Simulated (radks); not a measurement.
N III, 5 electrons, occupied as [He] 2s2 2p1. Method: Dirac Kohn-Sham, Slater X-alpha with alpha = 0.629, spin-unpolarised, spherical densities, point nucleus; open shells are shared between the two j in proportion to 2j + 1; computed with a radial shooting solver on a logarithmic mesh with Libxc functionals.

Normalised radial functions P(r) = r R(r) (large component), r in bohr:

r,1s1/2,2s1/2,2p3/2
0.01986,0.6028,0.1566,0.0047
0.02186,0.6543,0.1699,0.0056
0.02426,0.7139,0.1852,0.0068
0.0267,0.7724,0.2003,0.0082
0.02963,0.8397,0.2176,0.0100
0.03287,0.9109,0.2358,0.0122
0.03618,0.9797,0.2533,0.0146
0.04015,1.0575,0.2730,0.0178
0.04455,1.1381,0.2932,0.0216
0.04904,1.2143,0.3121,0.0257
0.05441,1.2982,0.3326,0.0311
0.06038,1.3823,0.3528,0.0375
0.06646,1.4591,0.3708,0.0446
0.07375,1.5399,0.3889,0.0536
0.08183,1.6166,0.4051,0.0642
0.09007,1.6820,0.4177,0.0758
0.09995,1.7449,0.4279,0.0904
0.1109,1.7974,0.4337,0.1074
0.1221,1.8345,0.4342,0.1256
0.1355,1.8602,0.4284,0.1483
0.1503,1.8685,0.4149,0.1744
0.1654,1.8590,0.3945,0.2017
0.1836,1.8287,0.3630,0.2351
0.2021,1.7813,0.3242,0.2695
0.2242,1.7086,0.2709,0.3108
0.2488,1.6144,0.2055,0.3563
0.2739,1.5097,0.1342,0.4017
0.3039,1.3796,0.0455,0.4544
0.3372,1.2357,-0.0543,0.5100
0.3712,1.0946,-0.1546,0.5631
0.4118,0.9379,-0.2700,0.6215
0.457,0.7826,-0.3893,0.6793
0.503,0.6452,-0.4995,0.7305
0.5582,0.5076,-0.6147,0.7819
0.6193,0.3856,-0.7207,0.8265
0.6817,0.2890,-0.8059,0.8597
0.7564,0.2030,-0.8798,0.8846
0.8394,0.1360,-0.9303,0.8958
0.9239,0.0898,-0.9532,0.8925
1.025,0.0542,-0.9507,0.8730
1.138,0.0307,-0.9197,0.8368
1.252,0.0171,-0.8676,0.7891
1.389,0.0084,-0.7894,0.7235
1.529,0.0041,-0.7018,0.6525
1.697,0.0017,-0.5966,0.5677
1.883,0.0006,-0.4876,0.4786
2.073,0.0002,-0.3899,0.3965
2.3,0.0001,-0.2928,0.3119
2.552,0.0000,-0.2092,0.2353
2.809,0.0000,-0.1461,0.1741
3.117,0.0000,-0.0936,0.1197
3.459,0.0000,-0.0561,0.0779
3.807,0.0000,-0.0329,0.0496
4.224,0.0000,-0.0171,0.0286

1s1/2: eigenvalue -415.28 eV, 0 radial nodes, <r> = 0.232 bohr, 90 % of the charge inside 0.415 bohr. 2s1/2: eigenvalue -46.603 eV, 1 radial node at r = 0.319 bohr, <r> = 1.19 bohr, 90 % of the charge inside 1.86 bohr. 2p3/2: eigenvalue -35.359 eV, 0 radial nodes, <r> = 1.15 bohr, 90 % of the charge inside 1.91 bohr.
